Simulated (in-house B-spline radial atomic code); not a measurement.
A fraction x of an electron is removed from 5d in neutral gadolinium, starting from [Xe] 4f7 5d1 6s2 and keeping the highest spin. Method: scalar-relativistic (X2C) revTPSS, spin-polarised, spherical fractional occupations, Fermi nucleus of rms radius 5.1569 fm. Calculated with an all-electron radial atomic-structure program (B-spline basis).

```tsv
x	E(x) - E(0) (eV)	5d up level (eV)
0	0.0000	-2.986
0.08	0.2592	-3.497
0.22	?	?
0.29	1.1398	-4.903
0.41	1.7784	-5.745
0.5	2.3246	-6.393
0.61	?	?
0.64	3.2917	-7.428
0.84	4.9295	-8.959
0.96	6.0611	-9.905
1	6.4637	-
```

(1) What belongs in the row x = 0.22?

(2) What belongs in the row x = 0.61?

(3) Check Janak's theorem between x = 0.29 and 0.41.

Results:

(1) An energy change of 0.8133 eV; 5d up at -4.425 eV.

(2) An energy change of 3.0722 eV; 5d up at -7.204 eV.

(3) The slope of the energy is 5.32 eV; the orbital levels give 5.32 eV (-ε of the emptying orbital, averaged over the two points).
